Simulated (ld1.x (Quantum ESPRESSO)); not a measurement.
**Scattering properties, TM potential for B**

```json
{
 "Element": "B",
 "Generator": "ld1.x (Quantum ESPRESSO) 7.5",
 "Type": "norm-conserving Troullier–Martins (Kleinman–Bylander form)",
 "Functional": "LDA (PZ)",
 "Relativity": "scalar-relativistic",
 "Frozen core": "[He]",
 "Valence charge": "3",
 "Reference configuration": "2s1 2p2",
 "Partial waves": "2p (bound): rc 3.90 bohr; 2s (bound): rc 1.05 bohr",
 "Local potential": "the s channel",
 "Core correction": "a·sin(br)/r model core inside 0.85 bohr"
}
```

The phase is arctan(r·u′/u) with u = r·R(r), unwrapped; energies in Ry, scanned from -3 to 5 Ry. A pole is an energy at which the radial function vanishes at the test radius. The pseudo phase is shifted by a multiple of π to meet the all-electron one at the reference energy, and phase errors are pseudo minus all-electron; the curves can meet again beyond the range given. Levels narrower than the energy grid can be missing from the lists of poles.

Problem. For each channel, where are the poles, and over which energies does the pseudopotential scatter like the atom?

Solution.

```tsv
channel	radius (bohr)	reference energy (Ry)	poles, all-electron	poles, pseudo	unbroken range about the reference energy with phases within 0.05 rad	phase error 1 Ry above the reference energy (rad)
s	4.25	-0.72	-0.68, 1.35, 4.54	-0.68, 1.34, 4.42	below 2.5	-0.009
p	4.25	-0.31	-0.22, 1.48, 4.35	-0.22, 1.78	below 0.3	+0.300
```

Phases in the p channel:

```json
{"E (Ry)": "-3.00", "all-electron": "1.432", "pseudo": "1.432"}
{"E (Ry)": "-2.76", "all-electron": "1.426", "pseudo": "1.426"}
{"E (Ry)": "-2.52", "all-electron": "1.419", "pseudo": "1.419"}
{"E (Ry)": "-2.28", "all-electron": "1.410", "pseudo": "1.410"}
{"E (Ry)": "-2.04", "all-electron": "1.400", "pseudo": "1.400"}
{"E (Ry)": "-1.80", "all-electron": "1.388", "pseudo": "1.388"}
{"E (Ry)": "-1.56", "all-electron": "1.373", "pseudo": "1.373"}
{"E (Ry)": "-1.32", "all-electron": "1.353", "pseudo": "1.353"}
{"E (Ry)": "-1.08", "all-electron": "1.324", "pseudo": "1.325"}
{"E (Ry)": "-0.84", "all-electron": "1.278", "pseudo": "1.279"}
{"E (Ry)": "-0.60", "all-electron": "1.173", "pseudo": "1.175"}
{"E (Ry)": "-0.36", "all-electron": "-0.013", "pseudo": "-0.007"}
{"E (Ry)": "-0.12", "all-electron": "-1.729", "pseudo": "-1.724"}
{"E (Ry)": "0.12", "all-electron": "-1.944", "pseudo": "-1.924"}
{"E (Ry)": "0.36", "all-electron": "-2.336", "pseudo": "-2.232"}
{"E (Ry)": "0.60", "all-electron": "-3.633", "pseudo": "-3.229"}
{"E (Ry)": "0.84", "all-electron": "-4.363", "pseudo": "-4.203"}
{"E (Ry)": "1.08", "all-electron": "-4.569", "pseudo": "-4.484"}
{"E (Ry)": "1.32", "all-electron": "-4.666", "pseudo": "-4.601"}
{"E (Ry)": "1.56", "all-electron": "-4.731", "pseudo": "-4.668"}
{"E (Ry)": "1.80", "all-electron": "-4.788", "pseudo": "-4.716"}
{"E (Ry)": "2.04", "all-electron": "-4.853", "pseudo": "-4.757"}
{"E (Ry)": "2.28", "all-electron": "-4.951", "pseudo": "-4.796"}
{"E (Ry)": "2.52", "all-electron": "-5.180", "pseudo": "-4.842"}
{"E (Ry)": "2.76", "all-electron": "-6.207", "pseudo": "-4.904"}
{"E (Ry)": "3.00", "all-electron": "-7.372", "pseudo": "-5.010"}
{"E (Ry)": "3.24", "all-electron": "-7.624", "pseudo": "-5.265"}
{"E (Ry)": "3.48", "all-electron": "-7.720", "pseudo": "-6.239"}
{"E (Ry)": "3.72", "all-electron": "-7.774", "pseudo": "-7.296"}
{"E (Ry)": "3.96", "all-electron": "-7.810", "pseudo": "-7.571"}
{"E (Ry)": "4.20", "all-electron": "-7.838", "pseudo": "-7.679"}
{"E (Ry)": "4.44", "all-electron": "-7.863", "pseudo": "-7.737"}
{"E (Ry)": "4.68", "all-electron": "-7.887", "pseudo": "-7.775"}
{"E (Ry)": "4.92", "all-electron": "-7.912", "pseudo": "-7.803"}
```
